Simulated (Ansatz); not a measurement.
Al₅H, relaxed as a singlet with RKS PBE0-D4/def2-SVP in Ansatz, starting from the GFN1-xTB geometry. Force threshold 0.02 eV/Å.

The restricted singlet is unstable towards broken spin symmetry in Hartree–Fock (as tested in another run); at PBE0-D4/def2-SVP this wasn't settled. Another isomer (singlet) lies 0.16 eV lower at PBE0-D4/def2-TZVP; other spin states weren't run for this one.

Start:

```xyz
6

Al    0.730   -0.031    0.937
Al   -0.752    2.119    0.569
Al    1.042    0.615   -1.450
Al   -0.094   -1.605   -2.331
Al   -0.335   -2.366   -0.070
H    -0.591    1.269    2.344
```

**Question.** Estimate the energy that the relaxation releases and the steps that it takes.

**Answer.** 39.7 kcal/mol, in 10 steps; 22 s on 2 threads of Intel Xeon Platinum 8375C on a shared host. No frequencies were taken in this run, so the end may be a saddle point.

**Question.** Does the start keep its bonding and symmetry?

**Answer.** Bonds formed: Al1–Al4, Al1–H6, Al2–Al3 (atoms count from 1).

**Question.** Predict the relaxed structure.

**Answer.** 
```xyz
6

Al    0.410   -0.270    0.739
Al   -0.837    2.108    0.487
Al    0.845    1.054   -1.446
Al    0.340   -1.361   -1.798
Al   -0.718   -2.468    0.206
H    -0.041    0.937    1.812
```
Bond lengths (bridged metal pairs left out): 7 × Al–Al 2.49 to 2.77 Å; 1 × Al–H 1.68 Å.
